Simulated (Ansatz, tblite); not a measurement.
Isomers of Cu$_{3}$H$_{2}$⁺ (singlet), found by a short tight-binding search and relaxed with B3LYP-D4/def2-TZVP in Ansatz.

The xTB rows come from tblite. Correlated methods freeze 27 core orbitals.

Other spin states were run for one of them alone.

A:

Cartesian coordinates in Å:
```
Cu 0.096 0.015 -0.087
Cu -0.274 -2.491 -0.349
Cu -0.118 2.429 0.698
H -0.415 1.485 -0.507
H 0.711 -1.438 0.245
```

B:

```xyz
5

Cu    0.020   -0.030   -0.277
Cu   -2.372   -0.474    0.456
Cu    2.293    0.595    0.672
H    -1.521    0.327   -0.577
H     1.581   -0.419   -0.274
```

Q: Estimate which lies lowest at each level, and how far above it the others are (kJ/mol).

A: 
```csv
level,A,B
GFN1-xTB,0.0,1.3
GFN2-xTB,0.0,4.0
HF/def2-TZVP,0.0,4.8
PBE-D4/def2-TZVP,0.2,0.0
BLYP-D4/def2-TZVP,0.0,0.1
r2SCAN-D4/def2-TZVP,0.5,0.0
PBE0-D4/def2-TZVP,0.0,0.7
r2SCAN0-D4/def2-TZVP,0.0,0.7
MP2/def2-TZVP,0.0,0.0
CCSD/def2-TZVP,0.0,1.8
CCSD(T)/def2-TZVP,0.0,1.0
```
Point groups (tolerance 0.1 Å): A C2, B C2. A and B have the same bonds, so they are conformers or stereoisomers. Lower isomers may exist.
